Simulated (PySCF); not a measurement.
PySCF job for O4Os, SMILES [O]=[Os](=[O])(=[O])=[O] (connectivity only; charge and spin as stated), charge -1, multiplicity 2, IEF-PCM-M06-2X/def2-SVPD. Geometry optimised at PBE-D3(BJ)/def2-SVPD. The spin state was assumed, not searched. The isomer is the one that the SMILES or the coordinates give; other isomers of the formula were not compared. The def2 effective core potentials stand for the cores of Os; spin–orbit coupling is left out.

```python
import numpy as np
from pyscf import gto, scf, dft
from pyscf.solvent import pcm

mol = gto.M(
    atom='''
    Os    0.00000000    0.00000000    0.00000000
    O     1.07058807    1.07058807    0.91447245
    O    -1.07058804   -1.07058804    0.91447251
    O     1.07058804   -1.07058807   -0.91447248
    O    -1.07058807    1.07058804   -0.91447248
    ''',
    basis='def2-SVPD',
    ecp={'Os': 'def2-svp'},
    charge=-1,
    spin=1,
    max_memory=1600,
    verbose=3,
)
mf = dft.UKS(mol, xc='m06-2x').density_fit(auxbasis='def2-universal-jkfit')
mf.grids.level = 4
mf.conv_tol = 1e-9
mf.max_cycle = 100
mf.kernel()
fine, coarse = mf.grids, dft.Grids(mol).set(level=1).build(with_non0tab=True)
for _ in range(3):  # follow internal instabilities
    mf.grids = coarse
    mo, _, stable, _ = mf.stability(return_status=True, nroots=4)
    mf.grids = fine
    if stable:
        break
    mf.kernel(mf.make_rdm1(mo, mf.mo_occ))
res = {}
for name, eps in {'water': 78.355, 'dimethylsulfoxide': 46.826, 'chlorobenzene': 5.6968}.items():
    s = mf.PCM()
    s.with_solvent.method, s.with_solvent.eps, s.with_solvent.lebedev_order = 'IEF-PCM', eps, 29
    s.kernel(mf.make_rdm1())
    res[name] = (s.e_tot, eps, s.dip_moment(), s.mo_energy, s.converged)
    print(f'{name}: electrostatic solvation free energy {(s.e_tot - mf.e_tot) * 627.509474:.3f} kcal/mol')
```

Program output:

```

WARN: HOMO -0.49427874142279 >= LUMO -0.494278741422785

converged SCF energy = -391.160195693871  <S^2> = 0.76188257  2S+1 = 2.0118475
<class 'pyscf.df.df_jk.DFUKS'> wavefunction is stable in the internal stability analysis

WARN: PCM is an experimental feature. It is still in testing.
Features and APIs may be changed in the future.

converged SCF energy = -391.245678373766  <S^2> = 0.76165387  2S+1 = 2.0116201

WARN: System has nonzero charge -1; the dipole moment is origin-dependent.
Location of origin: [0. 0. 0.]

Dipole moment(X, Y, Z, Debye):  0.00000,  0.00000,  0.00000
water: electrostatic solvation free energy -53.641 kcal/mol

WARN: PCM is an experimental feature. It is still in testing.
Features and APIs may be changed in the future.

converged SCF energy = -391.244922657655  <S^2> = 0.7616574  2S+1 = 2.0116236

WARN: System has nonzero charge -1; the dipole moment is origin-dependent.
Location of origin: [0. 0. 0.]

Dipole moment(X, Y, Z, Debye):  0.00000,  0.00000,  0.00000
dimethylsulfoxide: electrostatic solvation free energy -53.167 kcal/mol

WARN: PCM is an experimental feature. It is still in testing.
Features and APIs may be changed in the future.

converged SCF energy = -391.231415106062  <S^2> = 0.76171327  2S+1 = 2.0116792

WARN: System has nonzero charge -1; the dipole moment is origin-dependent.
Location of origin: [0. 0. 0.]

Dipole moment(X, Y, Z, Debye):  0.00000,  0.00000,  0.00000
chlorobenzene: electrostatic solvation free energy -44.691 kcal/mol
```

The run converged.

Cost: around 4 core-minutes (rough).
